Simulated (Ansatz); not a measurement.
Two structures of BH4BrO3, singlet, reached by relaxing down either side of one saddle point (PBE0-D4/def2-TZVP). Energies are electronic, without zero-point energy. Computed with Ansatz 0.2.0 (basis: def2-TZVPP and def2-QZVPP); correlated methods freeze the cores. Filled d shells of the heavier atoms are correlated. The def2 sets are not built for correlating such inner shells, so the correlated values are less sure here. Extrapolation: Hartree–Fock as exp(−7.88 √X), correlation as X^−2.97. First:

```xyz
9
angstrom
B -0.2360 -0.4585 -0.5135
O -0.4715 0.8684 -0.2176
O 0.6094 -1.1969 0.2489
O -0.8733 -1.0023 -1.5874
H 0.4115 1.5631 1.2415
Br 1.2895 1.5837 2.3890
H -1.0863 1.2836 -0.8273
H 1.0062 -0.7143 0.9825
H -0.6494 -1.9268 -1.7161
```

Second:

B1  (0.307, -0.913, 0.441)
O2  (-0.777, 2.428, -1.033)
O3  (0.919, -2.115, 0.377)
O4  (-0.569, -0.524, -0.512)
H5  (-0.548, 2.795, -0.177)
Br6  (0.641, 0.317, 1.896)
H7  (-0.822, 1.477, -0.884)
H8  (1.522, -2.290, 1.104)
H9  (-0.674, -1.176, -1.212)
(Å)

Problem. Which bonds change from the first to the second?

Solution. BH₃O₃ ([OH][B]([OH])[OH]) + HBr → BH₂BrO₂ ([OH][B]([OH])[Br]) + H₂O; bonds formed: B1–Br6, O2–H5; bonds broken: B1–O2, H5–Br6.

Problem. Give the saddle point's structure and its height above each. (An estimate is asked for; the value comes from the calculation.)

Solution. By the calculation: 24.97 kcal/mol above the first and 12.61 kcal/mol above the second (CCSD(T) at an estimated basis limit (MP2 extrapolated from triple and quadruple zeta, plus CCSD(T) − MP2 in triple zeta)).
| atom | x (Å) | y (Å) | z (Å) |
| --- | --- | --- | --- |
| B1 | 0.0138 | -0.3280 | -0.2066 |
| O2 | 0.1687 | 1.1686 | -0.5195 |
| O3 | 1.1246 | -1.0975 | -0.1646 |
| O4 | -1.1850 | -0.7502 | -0.6727 |
| H5 | 0.1380 | 1.4631 | 0.4889 |
| Br6 | -0.1145 | 0.5402 | 2.1830 |
| H7 | -0.6405 | 1.4823 | -0.9517 |
| H8 | 1.7992 | -0.7787 | 0.4402 |
| H9 | -1.3042 | -1.6998 | -0.5970 |

The T1 diagnostic stays at or below 0.011.

Labels in which every atom is bracketed show which atoms are joined, not bond orders.

For scale, one of the runs: CCSD(T)/def2-TZVPP, 228 basis functions, launched by `ansatz run in.yaml --threads 8 --pin off --events-out ev --progress --plain --max-ram 19148MiB`. Hardware: 8 CPU threads of an Arm Neoverse V1, shared host. Wall time 2.1 min; peak host memory 4.4 GiB.
